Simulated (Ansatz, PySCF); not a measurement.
Species: BNH₅, charge 0, doublet. BNH5 (SMILES [BH2-][NH3+], doublet).
B3LYP-D3(BJ)/def2-TZVP minimum from Ansatz (an electronic-structure program):
```
N
H 1 1.0160
H 1 1.0160 2 107.50
H 1 1.0259 2 107.16 3 114.90
B 1 1.6174 2 110.12 3 -119.97
H 5 1.1945 1 110.53 2 -50.11
H 5 1.1945 6 124.23 1 135.06
```
Charge 0, spin multiplicity 2.

Atomisation energy term by term, kcal/mol (programs: Ansatz). Open shells are spin-unrestricted; no spin-orbit coupling. Correlated methods leave the cores frozen. Rows without X2C or -DK are non-relativistic. CBS(X,Y): correlation extrapolated as X^-3, Hartree-Fock from the larger set. A bracket is a step between two methods taken in the basis named. 'core' is core correlation in cc-pwCVTZ, 'X2C' scalar relativity in cc-pVTZ-DK, both at CCSD(T). Where a partner has so few electrons that a lower coupled-cluster level is exact, that level stands in.

```json
[
 {"term": "Hartree-Fock", "basis": "cc-pVQZ", "kcal/mol": "368.03"},
 {"term": "CCSD correlation", "basis": "CBS(cc-pVTZ,cc-pVQZ)", "kcal/mol": "128.69"},
 {"term": "(T)", "basis": "CBS(cc-pVTZ,cc-pVQZ)", "kcal/mol": "5.71"},
 {"term": "CCSDT(Q) - CCSD(T)", "basis": "cc-pVTZ", "kcal/mol": "0.15"},
 {"term": "core correlation", "basis": "cc-pwCVTZ", "kcal/mol": "1.91"},
 {"term": "scalar relativity", "basis": "X2C, cc-pVTZ-DK", "kcal/mol": "-0.37"},
 {"term": "minus zero-point energy", "basis": "Hessian by PySCF at B3LYP-D3(BJ)/def2-TZVP", "kcal/mol": "-36.37"},
 {"term": "sum: D0", "basis": "", "kcal/mol": "467.7"}
]
```

The step beyond CCSD(T) by other levels: CCSDT(Q) in cc-pVDZ 0.33 kcal/mol.
